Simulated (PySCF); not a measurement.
PySCF input file for C₆H₆O, SMILES C#C[C@@H]1CC=CO1, B3LYP-D3(BJ)/def2-SVP. Geometry: B3LYP-D3(BJ)/def2-SVP. The structure was generated by enumeration; whether it is a known compound was not checked. The values are those of a single conformer.

```python
import numpy as np
from pyscf import gto, scf, dft, df
from pyscf.hessian import thermo

mol = gto.M(
    atom='''
    C     2.60081515   -0.23780027    0.82203525
    C     1.58880163    0.07450634    0.23587668
    C     0.36681525    0.48600160   -0.45898870
    C    -0.71288461    1.09113361    0.49433545
    C    -1.77094231    0.01338912    0.46889934
    C    -1.42646753   -0.90090810   -0.44260609
    O    -0.24973737   -0.66840636   -1.08879681
    H     3.49739913   -0.52479246    1.33837762
    H     0.63360853    1.18291198   -1.26896966
    H    -1.08982582    2.05598584    0.11260299
    H    -0.29748089    1.27538600    1.49701128
    H    -2.67551697    0.00492754    1.07382305
    H    -1.94711065   -1.80510193   -0.75978219
    ''',
    basis='def2-SVP',
    charge=0,
    spin=0,
    max_memory=1600,
    verbose=3,
)
mf = dft.RKS(mol, xc='b3lyp').density_fit(auxbasis='def2-universal-jkfit')
mf.disp = 'd3bj'
mf.grids.level = 3
mf.conv_tol = 1e-11
mf.max_cycle = 100
mf.kernel()

# analytic Hessian; the response equations are solved on a coarser grid
h, args, fine = mf.Hessian(), (mf.mo_energy, mf.mo_coeff, mf.mo_occ), mf.grids
h.max_memory = max(150, 2.5e-5 * df.make_auxmol(mol, mf.with_df.auxbasis).nao * mol.nelec[0] * (mol.nelec[0] + mol.nao))  # MB; small integral blocks
h1ao = h.make_h1(mf.mo_coeff, mf.mo_occ)
mf.grids = dft.Grids(mol).set(level=1).build(with_non0tab=True)
mo1, mo_e1 = h.solve_mo1(*args, h1ao)
mf.grids = fine
hess = h.hess_elec(*args, mo1, mo_e1, h1ao) + h.hess_nuc()
if mf.do_disp():
    hess += h.get_dispersion()
for i in range(mol.natm):  # the analytic DFT Hessian lacks the response of the grid: restore translational invariance
    hess[i, i] -= hess[i].sum(axis=0)
hess = (hess + hess.transpose(1, 0, 3, 2)) / 2
vib = thermo.harmonic_analysis(mol, hess, imaginary_freq=False)
thermo.dump_normal_mode(mol, vib)
th = thermo.thermo(mf, vib['freq_au'][vib['freq_au'] > 0], 298.15, 101325)
thermo.dump_thermo(mol, th)
g0 = mf.nuc_grad_method().set(verbose=0).kernel()

# dipole derivatives [dipole axis, atom, xyz] from the same response
r, irp = mol.intor('int1e_r'), mol.intor('int1e_irp').reshape(3, 3, mol.nao, mol.nao)
sl, dm0, ok = mol.aoslice_by_atom(), np.array(mf.make_rdm1()), []
dmu = np.einsum('a,xt->xat', mol.atom_charges(), np.eye(3))
for a, (_, _, p0, p1) in enumerate(sl):
    dmu[:, a] += 2 * np.einsum('xtij,ij->xt', irp[:, :, :, p0:p1], dm0.reshape(-1, mol.nao, mol.nao).sum(0)[:, p0:p1])
    for u, c, occ, f in [(mo1, mf.mo_coeff, mf.mo_occ, 4)]:
        dmu[:, a] -= f * np.einsum('tui,xuv,vi->xt', u[a], r, c[:, occ > 0], optimize=True)
L = vib['norm_mode']
ir = 974.8801 * (np.einsum('xat,kat->kx', dmu, L) ** 2).sum(1)       # km/mol
apt = np.einsum('xax->a', dmu) / 3
print('mode   freq/cm-1   IR/(km/mol)')
for k, w in enumerate(vib['freq_wavenumber']):
    print(f'{k + 1:4d} {w:11.2f} {ir[k]:13.3f}')
print('max |gradient| / (hartree/bohr):', abs(g0).max())
print('APT charges:', apt.round(4))
```

It prints:

```
converged SCF energy = -307.154692105493

WARN: DFTD3 does not support analytical Hessian, using finite difference


WARN: Mole.unit (angstrom) is changed to Bohr

Mode                                 0                   1                   2
Irrep
Freq [cm^-1]                       46.0400            176.5463            239.9585
Reduced mass [au]                   3.4745              3.7437              3.3878
Force const [Dyne/A]                0.0043              0.0687              0.1149
Char temp [K]                      66.2413            254.0108            345.2468
Normal mode                   x     y     z       x     y     z       x     y     z
       0   C                -0.08 -0.06  0.05   -0.03  0.12  0.11    0.11  0.06 -0.04
       1   C                -0.04 -0.01  0.01    0.01 -0.05 -0.05   -0.03 -0.11  0.11
       2   C                -0.00  0.04 -0.04    0.01 -0.05 -0.05    0.01 -0.05  0.06
       3   C                -0.01  0.05 -0.07    0.09 -0.05  0.03   -0.04  0.02 -0.05
       4   C                 0.09 -0.06  0.09    0.04 -0.00  0.04   -0.00 -0.02  0.02
       5   C                 0.07 -0.03  0.05   -0.05  0.03 -0.02   -0.03  0.01 -0.02
       6   O                -0.02  0.06 -0.07   -0.06  0.00 -0.07   -0.04  0.04 -0.04
       7   H                -0.12 -0.11  0.08   -0.05  0.25  0.22    0.21  0.18 -0.14
       8   H                 0.05  0.04 -0.03    0.01 -0.03 -0.04    0.15 -0.05  0.10
       9   H                -0.13 -0.03 -0.16    0.10 -0.02  0.10   -0.07 -0.05 -0.21
      10   H                 0.02  0.20 -0.11    0.15 -0.11  0.02   -0.09  0.19 -0.06
      11   H                 0.15 -0.12  0.17    0.07  0.01  0.09    0.01 -0.03  0.04
      12   H                 0.11 -0.08  0.11   -0.11  0.07 -0.05   -0.03  0.02 -0.04
Mode                                 3                   4                   5
Irrep
Freq [cm^-1]                      436.4962            488.4108            549.6766
[...]
       4   C                -0.06 -0.05  0.07   -0.02  0.02 -0.02    0.07  0.00 -0.04
       5   C                 0.01  0.01  0.00    0.02  0.01 -0.00    0.08  0.08  0.01
       6   O                 0.01 -0.04 -0.04    0.01 -0.01 -0.00   -0.10 -0.01  0.05
       7   H                -0.02  0.01  0.01    0.08 -0.02  0.05   -0.00  0.01 -0.00
       8   H                 0.04  0.06  0.16   -0.43  0.19  0.01   -0.00 -0.05 -0.07
       9   H                 0.33  0.25  0.10   -0.00 -0.10 -0.11    0.03 -0.06 -0.05
      10   H                 0.19 -0.28 -0.13    0.32  0.17 -0.16   -0.10 -0.11  0.00
      11   H                -0.13 -0.06 -0.03   -0.02 -0.09 -0.02   -0.07 -0.46 -0.29
      12   H                -0.03  0.05 -0.05    0.03  0.00  0.02   -0.16  0.16  0.21
Mode                                18                  19                  20
Irrep
Freq [cm^-1]                     1163.9002           1167.0573           1273.7596
Reduced mass [au]                   1.3804              1.3321              1.3058
Force const [Dyne/A]                1.1018              1.0690              1.2483
Char temp [K]                    1674.5932           1679.1356           1832.6564
Normal mode                   x     y     z       x     y     z       x     y     z
       0   C                 0.01 -0.00  0.01   -0.01  0.00 -0.00    0.01 -0.00  0.00
       1   C                -0.01 -0.01  0.02    0.01  0.01 -0.02    0.00 -0.01 -0.01
       2   C                -0.01  0.03 -0.02    0.00  0.01  0.08   -0.06  0.04  0.04
       3   C                 0.00 -0.00  0.01   -0.01 -0.02  0.00    0.05 -0.00 -0.00
       4   C                -0.01 -0.02  0.03   -0.03  0.02 -0.03   -0.04 -0.04  0.00
       5   C                 0.09  0.04 -0.03    0.07  0.03 -0.03    0.01  0.00 -0.01
       6   O                -0.07 -0.04  0.01   -0.06 -0.03  0.00    0.06  0.04 -0.03
       7   H                 0.02 -0.00  0.00   -0.02  0.00  0.01    0.01  0.00  0.01
       8   H                -0.23 -0.12 -0.21    0.25 -0.27 -0.08    0.02 -0.56 -0.44
       9   H                 0.29  0.05 -0.15   -0.45 -0.12  0.19    0.00 -0.04 -0.04
      10   H                -0.34 -0.04  0.16    0.42  0.08 -0.19   -0.17 -0.02  0.09
      11   H                 0.05  0.28  0.13    0.07  0.17  0.12   -0.00  0.10  0.07
      12   H                 0.38 -0.03 -0.32    0.24 -0.04 -0.10   -0.31  0.08  0.29
Mode                                21                  22                  23
Irrep
Freq [cm^-1]                     1293.3350           1342.2575           1372.7304
Reduced mass [au]                   1.4835              1.4672              1.7737
Force const [Dyne/A]                1.4620              1.5575              1.9693
Char temp [K]                    1860.8211           1931.2097           1975.0535
Normal mode                   x     y     z       x     y     z       x     y     z
       0   C                 0.00 -0.00  0.00   -0.02  0.01 -0.01   -0.01  0.00 -0.01
       1   C                 0.00  0.00 -0.00   -0.02 -0.01  0.02   -0.01 -0.01  0.00
       2   C                 0.01  0.03 -0.01    0.13 -0.04  0.03    0.05  0.03  0.05
       3   C                -0.14 -0.05  0.06   -0.02  0.03 -0.02   -0.04 -0.04 -0.01
       4   C                 0.03 -0.00 -0.01   -0.03 -0.04 -0.02    0.05  0.10  0.03
       5   C                 0.02 -0.03 -0.03    0.03  0.00 -0.02   -0.10 -0.03  0.04
       6   O                -0.01  0.01  0.01   -0.01  0.02  0.01    0.04  0.01 -0.04
       7   H                 0.00 -0.00 -0.00   -0.02  0.01 -0.02   -0.01  0.01 -0.00
       8   H                 0.15 -0.07 -0.06   -0.68  0.08 -0.12   -0.26 -0.27 -0.30
       9   H                 0.53  0.11 -0.22   -0.11  0.06  0.13    0.05 -0.01  0.00
      10   H                 0.39  0.12 -0.18    0.16  0.03 -0.09    0.09 -0.00 -0.07
      11   H                 0.09  0.17  0.07    0.04  0.15  0.08   -0.07 -0.29 -0.16
      12   H                -0.16  0.02  0.11   -0.18  0.05  0.18    0.27 -0.14 -0.27
Mode                                24                  25                  26
Irrep
Freq [cm^-1]                     1468.3909           1696.9423           2231.4278
Reduced mass [au]                   1.0960              5.9033              5.9312
Force const [Dyne/A]                1.3924             10.0156             17.4002
Char temp [K]                    2112.6876           2441.5221           3210.5278
Normal mode                   x     y     z       x     y     z       x     y     z
       0   C                -0.00 -0.00  0.00   -0.00  0.00 -0.00    0.13 -0.04  0.08
       1   C                 0.00  0.00 -0.00    0.00  0.00  0.00   -0.18  0.06 -0.11
       2   C                -0.01 -0.00 -0.00    0.01 -0.00 -0.01    0.03 -0.01  0.02
       3   C                 0.01 -0.07 -0.04    0.01 -0.01 -0.01    0.00 -0.00 -0.00
       4   C                -0.00  0.00  0.01   -0.03  0.14  0.12   -0.00  0.00  0.00
       5   C                 0.01 -0.00 -0.01    0.08 -0.12 -0.14   -0.00 -0.00  0.00
       6   O                -0.00 -0.00  0.00   -0.02  0.01  0.02    0.00  0.00  0.00
       7   H                -0.00 -0.00  0.00   -0.00 -0.00 -0.00    0.25 -0.08  0.15
       8   H                 0.04 -0.01  0.02    0.01  0.03  0.02    0.01 -0.01  0.01
       9   H                 0.17  0.27  0.58   -0.07 -0.04 -0.01   -0.00 -0.00  0.00
      10   H                -0.22  0.64 -0.06   -0.06 -0.07  0.03   -0.00  0.00 -0.00
      11   H                -0.01 -0.02 -0.01   -0.13 -0.09  0.02   -0.00 -0.00  0.00
      12   H                -0.01  0.00  0.01   -0.19 -0.08  0.07   -0.00 -0.00 -0.00
Mode                                27                  28                  29
Irrep
Freq [cm^-1]                     3029.6083           3070.0026           3088.5634
Reduced mass [au]                   1.0671              1.0869              1.1015
Force const [Dyne/A]                5.7705              6.0355              6.1907
Char temp [K]                    4358.9318           4417.0503           4443.7551
Normal mode                   x     y     z       x     y     z       x     y     z
       0   C                -0.00  0.00 -0.00    0.00 -0.00  0.00    0.00 -0.00  0.00
       1   C                 0.00 -0.00  0.00   -0.00  0.00 -0.00   -0.00 -0.00 -0.00
       2   C                -0.00 -0.01  0.01    0.02  0.05 -0.06    0.00  0.01 -0.01
       3   C                -0.01  0.07  0.00    0.01  0.01  0.02   -0.04  0.02 -0.08
       4   C                 0.00  0.00 -0.00    0.00 -0.00 -0.00   -0.00  0.00  0.00
       5   C                 0.00 -0.00 -0.00   -0.00  0.00  0.00   -0.00  0.00  0.00
       6   O                -0.00 -0.00 -0.00    0.00  0.00  0.00    0.00  0.00  0.00
       7   H                -0.00  0.00 -0.00    0.00 -0.00  0.00    0.00 -0.00  0.00
       8   H                 0.03  0.08 -0.10   -0.21 -0.58  0.68   -0.05 -0.14  0.16
       9   H                 0.30 -0.76  0.32    0.01 -0.03  0.02    0.13 -0.33  0.12
      10   H                -0.15 -0.04 -0.34   -0.10 -0.04 -0.23    0.32  0.14  0.77
      11   H                -0.01  0.00  0.01   -0.01  0.00  0.00    0.01 -0.00 -0.00
      12   H                -0.00 -0.00 -0.00   -0.01 -0.01 -0.00   -0.00  0.00 -0.00
Mode                                30                  31                  32
Irrep
Freq [cm^-1]                     3228.6466           3254.6481           3470.5310
Reduced mass [au]                   1.0898              1.1077              1.1627
Force const [Dyne/A]                6.6935              6.9131              8.2512
Char temp [K]                    4645.3036           4682.7140           4993.3214
Normal mode                   x     y     z       x     y     z       x     y     z
       0   C                -0.00  0.00 -0.00   -0.00  0.00 -0.00   -0.09  0.03 -0.05
       1   C                 0.00 -0.00  0.00    0.00 -0.00  0.00    0.03 -0.01  0.01
       2   C                -0.00 -0.00 -0.00   -0.00 -0.00  0.00   -0.00  0.00 -0.00
       3   C                 0.00  0.00  0.00   -0.00 -0.00 -0.00   -0.00  0.00  0.00
       4   C                -0.03 -0.00  0.02    0.06 -0.01 -0.05    0.00 -0.00 -0.00
       5   C                 0.03  0.06  0.02    0.02  0.04  0.02   -0.00 -0.00  0.00
       6   O                 0.00  0.00 -0.00   -0.00 -0.00  0.00   -0.00 -0.00 -0.00
       7   H                 0.00 -0.00  0.00   -0.00  0.00  0.00    0.77 -0.25  0.44
       8   H                 0.00  0.00 -0.00    0.00  0.00 -0.00    0.00  0.00 -0.00
       9   H                -0.00 -0.00  0.00   -0.00  0.01 -0.00    0.00 -0.00  0.00
      10   H                -0.00 -0.00 -0.00    0.01  0.00  0.01   -0.00 -0.00 -0.00
      11   H                 0.41  0.00 -0.27   -0.67 -0.00  0.45    0.00  0.00  0.00
      12   H                -0.39 -0.68 -0.24   -0.23 -0.40 -0.14    0.00  0.00  0.00
temperature 298.1500 [K]
pressure 101325.00 [Pa]
Rotational constants [GHz] 5.86237 2.13265 1.84389
Symmetry number 1
Zero-point energy (ZPE) 0.10168 [Eh]   266960.567 [J/mol]
                           tot       elec      trans        rot        vib
Entropy [J/mol/K]       335.095      0.000    165.423    113.118     56.554
Cv [J/mol/K]             97.063      0.000     12.472     12.472     72.120
Cp [J/mol/K]            105.377      0.000     20.786     12.472     72.120
Internal energy [J/mol]                      3718.434   3718.434 276192.028
Internal energy [Eh]   -307.04666  -307.15469
Enthalpy [J/mol]                             6197.391   3718.434 276192.028
Enthalpy [Eh]          -307.04572
Gibbs free energy [J/mol]                  -43123.587 -30007.590 259330.396
Gibbs free energy [Eh] -307.08377
mode   freq/cm-1   IR/(km/mol)
   1       46.04         0.388
   2      176.55         1.744
   3      239.96         1.925
   4      436.50         8.674
   5      488.41         7.767
   6      549.68        10.928
   7      688.94        34.948
   8      713.50        35.513
   9      726.22        29.472
  10      745.21         4.893
  11      818.57         6.044
  12      849.36         5.082
  13      923.86         5.999
  14      943.32        42.603
  15      976.41        22.635
  16     1020.46         9.528
  17     1049.94         8.295
  18     1087.61        53.882
  19     1163.90        55.564
  20     1167.06        50.724
  21     1273.76        15.533
  22     1293.33        10.971
  23     1342.26        32.462
  24     1372.73         4.215
  25     1468.39         1.544
  26     1696.94        71.450
  27     2231.43         1.175
  28     3029.61        30.800
  29     3070.00        13.461
  30     3088.56        13.725
  31     3228.65         1.819
  32     3254.65         3.443
  33     3470.53        66.305
max |gradient| / (hartree/bohr): 4.063967351178619e-05
APT charges: [-0.2716 -0.104   0.5315  0.0522 -0.2152  0.4671 -0.7332  0.2074 -0.0275
 -0.0346  0.0042  0.0626  0.0611]
```

The calculation finished and met its thresholds.
